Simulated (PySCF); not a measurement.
Working out the ionisation energy of Cl⁺

Cl⁺ [Ne] 3s2 3p4 (3P) → Cl²⁺ [Ne] 3s2 3p3 (4S). Computed with PySCF 2.14 in dyall-acv3z, with scalar relativity by spin-free X2C-1e. Frozen: 1s2; the 15 highest virtual orbitals dropped. Energies in hartree (1 hartree = 27.21139 eV):

```json
{"part": "UHF", "Cl⁺ (lower)": "-460.471673", "Cl²⁺ (upper)": "-459.641943"}
{"part": "MP2 opposite-spin", "Cl⁺ (lower)": "-0.327197", "Cl²⁺ (upper)": "-0.299948"}
{"part": "MP2 same-spin", "Cl⁺ (lower)": "-0.118406", "Cl²⁺ (upper)": "-0.114698"}
```

Task: What does Hartree-Fock give?

Result: (-459.641943) − (-460.471673) = 0.829730 hartree = 22.578 eV.

Task: What do MP2 and SCS-MP2 (6/5 opposite-spin, 1/3 same-spin) give?

Result: The opposite-spin parts differ by 0.741 eV and the same-spin parts by 0.101 eV. MP2: 22.578 + (0.741) + (0.101) = 23.420 eV. SCS-MP2: 22.578 + 1.2 × (0.741) + (0.101)/3 = 23.501 eV.

Measured between the centres of the two terms (NIST): 23.771 eV, so MP2 (valence and next inner shell) is off by -0.351 eV.

What remains against the reference includes basis incompleteness, the frozen core and correlation beyond second order.
